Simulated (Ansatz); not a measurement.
Question: Predict a relaxed structure of [GaFH3]- (GaH3F⁻), charge -1, singlet, at r2SCAN-D4/def2-TZVPD (Ansatz).

Answer: 
```tsv
atom	x (Å)	y (Å)	z (Å)
Ga1	0.070	0.006	-0.073
F2	-1.209	-0.098	1.259
H3	-0.367	1.235	-1.018
H4	0.032	-1.410	-0.841
H5	1.474	0.267	0.673
```
Point group C3v (tolerance 0.1 Å). This is one stationary point.
